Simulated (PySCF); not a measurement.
Energy of Cr (chromium, neutral) between two integer charges

The 4s alpha orbital of [Ar] 3d5 4s1 is emptied in steps (occupation f), with all orbitals relaxed, ending at [Ar] 3d5. Computed with PySCF 2.14 in def2-TZVP, with no relativity, point nucleus. The exact energy is a straight line in f; departures are measured from the line between the end points of the same method.

```
   f  PBE0 (eV)  r2SCAN (eV)  LC-wPBE (eV)
   1      0.000        0.000         0.000
0.75     -0.391       -0.487         0.017
 0.5     -0.524       -0.650         0.024
0.25     -0.396       -0.491         0.018
   0      0.000        0.000         0.000
```

```
 method  E(f=0) − E(f=1) (eV)  −ε at f=1 (eV)  −ε at f=0.5 (eV)
   PBE0                 6.935           4.864             6.922
 r2SCAN                 7.225           4.617             7.211
LC-wPBE                 6.642           6.727             6.645
```

Orbital energy along the path (eV):

| f | PBE0 | r2SCAN | LC-wPBE |
| --- | --- | --- | --- |
| 1 | -4.864 | -4.617 | -6.727 |
| 0.75 | -5.884 | -5.932 | -6.691 |
| 0.5 | -6.922 | -7.211 | -6.645 |
| 0.25 | -7.979 | -8.521 | -6.589 |
| 0 | -9.057 | -9.854 | -6.561 |

Reference removal energy between the ground levels: 6.767 eV (measured; NIST Atomic Spectra Database, ionization energies).
